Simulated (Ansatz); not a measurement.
Ansatz (a program for electronic structure) input (SVWN5/def2-TZVP):

Ansatz 0.2 input:
```yaml
crystal:
  periodic: [false, false, false]
  atoms:
    - {symbol: Cu, position_ang: [-0.00000000, -0.00000000, -0.04943660]}
    - {symbol: H, position_ang: [0.00000000, 0.00000000, 1.43366134]}
basis:
  gaussian:
    orbitals: def2-TZVP
hamiltonian:
  xc: {name: SVWN5}
relax: {f_tol: 0.003, max_steps: 100}
```

Output:

```
Functional definition: SVWN5
integrals: 0.01 GiB planned
497 factors; their error is unknown
mean field: 0.11 GiB planned
mean field evaluation 1: about -44578.2340 eV, gradient 4.8e1 eV
mean field evaluation 2: about -44441.8166 eV, gradient 3.7e2 eV
mean field evaluation 4: about -44580.4661 eV, gradient 1.9e1 eV
mean field evaluation 8: about -44581.1112 eV, gradient 1.2e-1 eV
mean field evaluation 16: about -44581.0836 eV, gradient 2.7e-5 eV
mean field -44581.08357320 eV, -1638.3246031713 hartree, gradient 2.7e-5 eV, S^2 0.000000; 0 other end points of the search recorded, 0 dependent functions left out
the calculation of the forces begins
reference -44581.08360812 eV, -1638.3246044545 hartree; 15, 15 occupied and 36, 36 virtual orbitals, 497 factors
relax step   1: F+E_penalty+E_count = -44581.08357320 eV  Δ(F+E_penalty+E_count) = +0.000e0 eV  max|allowed force component| = 3.456e-1 eV/Å  Δτ_max = 0.0000 Å  (26 SCF iters, accepted)
these checks for a lower state are left out or cut short: starts, cluster_reference, orbital_swaps, neighbouring_geometries, increment
integrals: 0.01 GiB planned
497 factors; their error is unknown
mean field: 0.11 GiB planned
mean field -44581.08717156 eV, -1638.3247354085 hartree, gradient 1.9e-5 eV, S^2 0.000000; 0 other end points of the search recorded, 0 dependent functions left out
the calculation of the forces begins
reference -44581.08720652 eV, -1638.3247366935 hartree; 15, 15 occupied and 36, 36 virtual orbitals, 497 factors
relax step   2: F+E_penalty+E_count = -44581.08717156 eV  Δ(F+E_penalty+E_count) = -3.598e-3 eV  max|allowed force component| = 1.660e-1 eV/Å  Δτ_max = 0.0070 Å  (24 SCF iters, accepted)
these checks for a lower state are left out or cut short: starts, cluster_reference, orbital_swaps, neighbouring_geometries, increment
integrals: 0.01 GiB planned
497 factors; their error is unknown
mean field: 0.11 GiB planned
mean field -44581.08818985 eV, -1638.3247728300 hartree, gradient 1.9e-5 eV, S^2 0.000000; 0 other end points of the search recorded, 0 dependent functions left out
the calculation of the forces begins
reference -44581.08822486 eV, -1638.3247741167 hartree; 15, 15 occupied and 36, 36 virtual orbitals, 497 factors
relax step   3: F+E_penalty+E_count = -44581.08818985 eV  Δ(F+E_penalty+E_count) = -1.018e-3 eV  max|allowed force component| = 5.771e-3 eV/Å  Δτ_max = 0.0063 Å  (23 SCF iters, accepted)
these checks for a lower state are left out or cut short: starts, cluster_reference, orbital_swaps, neighbouring_geometries, increment
integrals: 0.01 GiB planned
497 factors; their error is unknown
mean field: 0.11 GiB planned
mean field evaluation 32: about -44581.0882 eV, gradient 1.7e-5 eV
mean field -44581.08818706 eV, -1638.3247727277 hartree, gradient 4.4e-5 eV, S^2 0.000000; 0 other end points of the search recorded, 0 dependent functions left out
the calculation of the forces begins
reference -44581.08822207 eV, -1638.3247740143 hartree; 15, 15 occupied and 36, 36 virtual orbitals, 497 factors
relax step   4: F+E_penalty+E_count = -44581.08818706 eV  Δ(F+E_penalty+E_count) = +2.784e-6 eV  max|allowed force component| = 1.054e-2 eV/Å  Δτ_max = 0.0006 Å  (17 SCF iters, rejected (line search))
these checks for a lower state are left out or cut short: starts, cluster_reference, orbital_swaps, neighbouring_geometries, increment
integrals: 0.01 GiB planned
497 factors; their error is unknown
mean field: 0.11 GiB planned
mean field -44581.08819103 eV, -1638.3247728734 hartree, gradient 5.3e-6 eV, S^2 0.000000; 0 other end points of the search recorded, 0 dependent functions left out
the calculation of the forces begins
reference -44581.08822604 eV, -1638.3247741601 hartree; 15, 15 occupied and 36, 36 virtual orbitals, 497 factors
relax step   5: F+E_penalty+E_count = -44581.08819103 eV  Δ(F+E_penalty+E_count) = -1.182e-6 eV  max|allowed force component| = 2.733e-6 eV/Å  Δτ_max = 0.0002 Å  (17 SCF iters, accepted)
integrals: 0.01 GiB planned
497 factors; their error is unknown
mean field: 0.11 GiB planned
mean field -44581.08819103 eV, -1638.3247728734 hartree, gradient 1.5e-5 eV, S^2 0.000000; 1 other end points of the search recorded, 0 dependent functions left out
the calculation of the forces begins
reference -44581.08822604 eV, -1638.3247741601 hartree; 15, 15 occupied and 36, 36 virtual orbitals, 497 factors
Total energy: -44581.08822604 eV, -1638.3247741601 hartree
Atom 0 at    -0.000000     0.000000    -0.036351 Å, force    -0.000000    -0.000000    -0.000003 eV/Å
Atom 1 at     0.000000    -0.000000     1.420575 Å, force     0.000000    -0.000000     0.000003 eV/Å
Dipole moment:     0.000000     0.000000    -0.418824 e Å
```
